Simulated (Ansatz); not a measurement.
Born–Oppenheimer molecular dynamics of CH7FOSi2 (12 atoms, charge 0, multiplicity 1). It starts from a relaxed structure.

The calculation used Ansatz 0.2.0, RKS PBE-D4/6-31G.

```json
{"ensemble": "NVE (velocity Verlet)", "time step": "1 fs", "steps asked": "166", "starting velocities drawn for": "300 K", "seed": "368565"}
```

First frame:

```xyz
12
Properties=species:S:1:pos:R:3
O -1.828 -0.207 2.054
C -1.375 0.185 0.712
Si 0.532 -0.162 0.503
Si 1.367 0.211 -1.677
F 1.112 1.866 -2.114
H -1.757 -1.191 2.133
H -1.962 -0.307 -0.089
H -1.562 1.267 0.647
H 0.749 -1.638 0.805
H 1.309 0.634 1.527
H 0.636 -0.646 -2.696
H 2.856 -0.067 -1.771
```

(1) How far do the bonds stretch over the last three quarters of this one trajectory? (Pairs bonded in most of those frames.)

## Answers

(1) 
| bond | mean (Å) | spread (Å) | shortest | longest |
| --- | --- | --- | --- | --- |
| O1–C2 | 1.470 | 0.027 | 1.43 | 1.52 |
| O1–H6 | 0.995 | 0.035 | 0.94 | 1.04 |
| C2–Si3 | 1.953 | 0.012 | 1.93 | 1.97 |
| C2–H7 | 1.114 | 0.036 | 1.06 | 1.16 |
| C2–H8 | 1.101 | 0.008 | 1.08 | 1.12 |
| Si3–Si4 | 2.361 | 0.045 | 2.30 | 2.44 |
| Si3–H9 | 1.526 | 0.025 | 1.48 | 1.57 |
| Si3–H10 | 1.518 | 0.037 | 1.46 | 1.57 |
| Si4–F5 | 1.729 | 0.009 | 1.71 | 1.75 |
| Si4–H11 | 1.521 | 0.028 | 1.47 | 1.57 |
| Si4–H12 | 1.529 | 0.066 | 1.43 | 1.62 |

Mean temperature of the second half: 147 K. The conserved energy stayed within 1.1 meV per atom of its start (net change 0.68 meV per atom), so the integration is sound. Over the second half the temperature averaged 0.49 of the 300 K drawn at the start: a run that starts near a minimum puts about half its kinetic energy into the potential. A run of 0.17 ps of so small a system gives no equilibrium averages. Limits of this set-up: no polarisation functions.

Time of the run: 4.7 min on 1 thread of Intel(R) Xeon(R) 6975P-C (Granite Rapids) (shared host), peak memory 0.12 GiB.
